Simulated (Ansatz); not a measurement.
Consider the ligand exchange at the Si–C bond: `NC(=O)[SiH2]Cl` + `C=C[SiH](N)Cl` → `C=C[SiH](Cl)N[SiH2]Cl` + `NC=O`.

Computed with Ansatz on PBE0-D4/def2-TZVP structures; ΔE is electronic, products minus reactants. CCSD(T)/CBS is the MP2 limit (def2-TZVPP, def2-QZVPP) plus CCSD(T) − MP2 in def2-TZVPP, frozen cores. This one scheme is used for every species. One conformer a species, not always the lowest.

```tsv
species	SCS-MP2/def2-TZVPP energy (Eh)
`NC(=O)[SiH2]Cl`	-918.99429
`C=C[SiH](N)Cl`	-883.11073
`C=C[SiH](Cl)N[SiH2]Cl`	-1632.53491
`NC=O`	-169.60130
```

Question: Work out ΔE.

Answer: ΔE = (-1632.53491) + (-169.60130) − (-918.99429) − (-883.11073) = -0.03119 Eh = -81.9 kJ/mol. CCSD(T)/CBS gives -75.3 kJ/mol.

Largest T1 diagnostic among the species: 0.016.

The D4 term adds −6.4 kJ/mol with B3LYP and −4.3 kJ/mol with PBE0; it sums over pairs of atoms, weighted by their polarisabilities, and B3LYP, whose exchange is more repulsive, gets the larger term. From PBE to PBE0 (25 % exact exchange), in def2-TZVPP and without D4, ΔE moves by −8.7 kJ/mol. In def2-TZVPP, CCSD(T) changes the Hartree–Fock value by +10.4 kJ/mol (the triples alone add +2.4 kJ/mol) and MP2 by +6.5 kJ/mol.

B3LYP here is the variant with VWN-RPA as its local correlation; programs differ in this.
